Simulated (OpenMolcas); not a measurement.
Ru3+ among 2 point charges of -0.98 e arranged as a linear pair (D∞h), 2.08 Å from the ion.
```
   0.0000    0.0000    2.0800  -0.98
   0.0000    0.0000   -2.0800  -0.98
```

```
Program             : OpenMolcas
Method              : CASSCF
Basis               : ANO-RCC-VDZP [6s5p3d1f]
Scalar Hamiltonian  : DKH2, point nucleus
Active space        : 5 electrons in 5 orbitals (4d)
State averaging     : 2S+1 = 6 even, 1 root; 2S+1 = 4 even, 24 roots; 2S+1 = 2 even, 75 roots
Spin-orbit coupling : state interaction with AMFI integrals over the reference wave functions
```

(1) What is the spin-free ground state (labels by Λ)?

(2) What are the lowest two levels with spin-orbit coupling?

(3) What is χT at 300 K, and how does it compare with the textbook value?

## Answers

(1) 6Σ, 1-fold in its orbital part, 100 % from free-ion S terms; it has the highest spin that d5 allows.

(2) A 2-fold level with g = 0.00, 0.00, 9.99, then a 2-fold level 9.5 cm-1 above it. Their leading multiplicities are 6 (99 %) and 6 (99 %).

(3) The lowest level has 2S+1 = 6, for which the spin-only value is χT = S(S+1) / 2 = 4.375 cm3 K/mol (g = 2). The computed 4.373 at 300 K differs by -0.002, through a little spin-orbit mixing out of the ground term, against the free-electron g of 2.0023, which raises it.

Without dynamic correlation the repulsion within the d shell is too large (B by tens of per cent), so at a given field states of lower spin stand too high. Point charges give a weaker field than real ligands, and real ions of this kind are as a rule low spin; the high spin found here belongs to the model. Point charges carry no covalency, so the field is a model and not that of real ligands. No measured value stands beside these numbers.
